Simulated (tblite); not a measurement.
Species: C₅H₁₃PSi.
Structure used (GFN2-xTB), in Å, numbered top down from 1:
```
atom  x, y, z in Å
C1    -2.500    0.627    0.805
P2    -1.315    0.114   -0.523
C3    -0.493   -1.279    0.399
C4     0.736   -1.793   -0.343
Si5    2.085   -0.457   -0.467
C6     1.241    1.151   -1.031
C7    -0.028    1.427   -0.232
H8    -3.268   -0.137    0.908
H9    -1.993    0.764    1.760
H10   -2.979    1.559    0.511
H11   -1.239   -2.076    0.499
H12   -0.225   -0.941    1.406
H13    1.121   -2.680    0.164
H14    0.436   -2.112   -1.343
H15    2.668   -0.245    0.868
H16    3.120   -0.859   -1.423
H17    1.924    1.997   -0.930
H18    0.983    1.084   -2.090
H19    0.194    1.489    0.839
H20   -0.473    2.380   -0.539
```

Computed with GFN2-xTB (tblite): harmonic, unscaled wavenumbers at the GFN2-xTB geometry, gas phase. Errors from tens to a few hundred cm⁻¹ against measured bands are possible. Modes of hydrogen on silicon can be 10 to 20 % off. One conformer, not necessarily the lowest.

Harmonic wavenumbers (cm⁻¹): 91.6, 167.2, 180.5, 205.5, 207.0, 227.4, 320.7, 327.0, 382.5, 507.4, 571.5, 635.5, 643.6, 684.4, 695.7, 715.9, 732.1, 760.6, 798.4, 806.8, 833.3, 859.9, 873.0, 916.5, 1060.1, 1060.6, 1063.9, 1087.2, 1140.6, 1150.6, 1260.3, 1268.5, 1287.7, 1291.0, 1320.8, 1442.5, 1451.9, 1456.4, 1460.4, 1476.1, 1478.4, 2190.9, 2248.0, 2905.2, 2912.8, 2924.7, 2925.3, 2956.3, 2957.3, 2975.6, 2976.1, 2980.5, 3006.8, 3010.4.

A = 3021, B = 1328, C = 1037 MHz; mass 132.052 u (most abundant isotopes); point group Cs, symmetry number 1.

Task: What is the zero-point energy?

Result: Half the sum of the wavenumbers: 35935 cm⁻¹ = 102.75 kcal/mol.

Task: Entropy at 273.15 K, 1 bar (ideal gas, RRHO, classical rotation)?

Result: Translation 40.14, rotation 28.48, vibration 20.54: S = 89.2 cal/(mol K).

Task: And Cp and H(273.15 K) − H(0)?

Result: Cp = 35.65 cal/(mol K), of which vibrations give 27.70 (their classical limit is 54 R = 107.3); H(273.15 K) − H(0) = 5.55 kcal/mol without the zero-point energy, 3.37 from vibrations.

Task: Which modes carry the vibrational entropy at 273.15 K?

Result: 91.6 cm⁻¹: 3.45; 167.2 cm⁻¹: 2.30; 180.5 cm⁻¹: 2.16; 205.5 cm⁻¹: 1.92; 207.0 cm⁻¹: 1.91; 227.4 cm⁻¹: 1.74 cal/(mol K); the other 48 give 7.04 together.

Task: How do the functions run with temperature in this model?

Result: 
```csv
T (K),S (cal/(mol K)),Cp (cal/(mol K)),H − H(0) (kcal/mol),G − H(0) (kcal/mol),ln q(vib)
150,72.5,21.6,2.04,-8.84,1.51
250,86.1,32.9,4.75,-16.78,3.60
298.15,92.4,38.6,6.47,-21.08,4.69
400,105.3,49.7,10.98,-31.15,7.13
600,128.8,66.2,22.68,-54.61,12.13
900,158.9,82.2,45.13,-97.92,19.45
```

q(vib) and H(0) count from the zero-point level.

Task: Blend soft modes into free rotors: weight 1/[1 + (100 cm⁻¹/ν̃)⁴] for the oscillator and the rest for a rotor with moment μB/(μ + B), μ = h/(8π²ν), B = 10⁻⁴⁴ kg m². What vibrational entropy results?

Result: 20.22 cal/(mol K) in place of 20.54, which changes −T·S at 273.15 K by +0.09 kcal/mol.

Task: What must be added to the electronic energy to get the Gibbs energy at 273.15 K and 1 bar?

Result: ZPE + [H(273.15 K) − H(0)] − T·S = 102.75 + 5.55 − 24.35 = 83.95 kcal/mol.

Hindered rotation and anharmonicity are outside this model. Other conformers, if any are populated, would add a mixing term that is left out.
